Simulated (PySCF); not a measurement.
PySCF input file for CH6FNOSi, SMILES C[Si](N)(O)F, ωB97X-D3(BJ)/def2-SVP. 

```python
import numpy as np
from pyscf import gto, scf, dft
import os
os.environ['JAX_PLATFORMS'] = 'cpu'
from ase import Atoms, units
from ase.calculators.calculator import Calculator, all_changes
from sella import Sella

mol = gto.M(
    atom='''
    C     1.30257524   -1.31482776    0.17639732
    Si   -0.02561187    0.01348995    0.00847532
    N    -1.42792529   -0.60107152   -0.74673266
    O    -0.56873153    0.66675570    1.38796323
    F     0.66976080    1.24773402   -0.80455897
    H     1.56009569   -1.73949228   -0.78823639
    H     0.96963649   -2.12564240    0.81509989
    H     2.21415050   -0.90754049    0.60441623
    H    -1.36230003   -1.10028423   -1.61554883
    H    -2.28810839   -0.08416881   -0.68460788
    H    -0.03287765    1.30108430    1.85629218
    ''',
    basis='def2-SVP',
    charge=0,
    spin=0,
    max_memory=1600,
    verbose=3,
)
mf = dft.RKS(mol, xc='wb97x-d3bj').density_fit(auxbasis='def2-universal-jkfit')
mf.grids.level = 3
mf.conv_tol = 1e-9
mf.max_cycle = 100
mf.kernel()
grad = mf.nuc_grad_method()
grad.grid_response = mol.nao <= 150
scan = grad.as_scanner()
scan.verbose = scan.base.verbose = 0
class SCF(Calculator):
    implemented_properties = ['energy', 'forces']
    def calculate(self, atoms=None, properties=None, system_changes=all_changes):
        super().calculate(atoms, properties, system_changes)
        e, g = scan(mol.set_geom_(self.atoms.positions, unit='Angstrom', inplace=False))
        assert scan.converged
        self.results = {'energy': float(e) * units.Hartree, 'forces': -np.asarray(g) * units.Hartree / units.Bohr}
atoms = Atoms(mol.elements, mol.atom_coords(unit='Angstrom'), calculator=SCF())
conv = Sella(atoms, order=0, internal=True, allow_fragments=True).run(fmax=0.002, steps=150)
mol_eq = mol.set_geom_(atoms.positions, unit='Angstrom', inplace=False)
print(mol_eq.tostring(format='xyz'))
mf.reset(mol_eq)
mf.verbose = 3
mf.kernel()
```

Program output:

```
converged SCF energy = -560.970997585943
     Step          Energy         fmax         cmax       rtrust          rho
Sella   0   -15264.798364       1.2850       0.0000       0.1000       1.0000
Sella   1   -15264.851704       1.2850       0.0000       0.1000       1.0980
Sella   2   -15264.859793       0.6401       0.0000       0.1000       1.2491
Sella   3   -15264.862935       0.1841       0.0000       0.1000       1.4070
Sella   4   -15264.865867       0.0892       0.0000       0.1000       1.3779
Sella   5   -15264.867505       0.1704       0.0000       0.1000       1.2458
Sella   6   -15264.867939       0.1382       0.0000       0.1000       1.2571
Sella   7   -15264.868048       0.0536       0.0000       0.1000       1.3000
Sella   8   -15264.868094       0.0157       0.0000       0.1000       1.3952
Sella   9   -15264.868123       0.0151       0.0000       0.1000       1.3623
Sella  10   -15264.868137       0.0133       0.0000       0.1000       1.3144
Sella  11   -15264.868141       0.0068       0.0000       0.1000       1.2627
Sella  12   -15264.868142       0.0024       0.0000       0.1000       1.3444
11
XYZ from PySCF
C           1.27886190       -1.31181730        0.15180080
Si         -0.01477667        0.01310666        0.03035600
N          -1.39836478       -0.57248898       -0.77149273
O          -0.53233833        0.62814525        1.48223429
F           0.70158433        1.27939257       -0.72775007
H           1.53697943       -1.70088625       -0.84665805
H           0.92102603       -2.15175316        0.76684349
H           2.20325220       -0.91907786        0.60340103
H          -1.34698412       -1.23719765       -1.53336754
H          -2.28039717       -0.07431146       -0.74608736
H          -0.05817887        1.40292467        1.79967958
converged SCF energy = -560.973561894482
```

The calculation finished and met its thresholds.
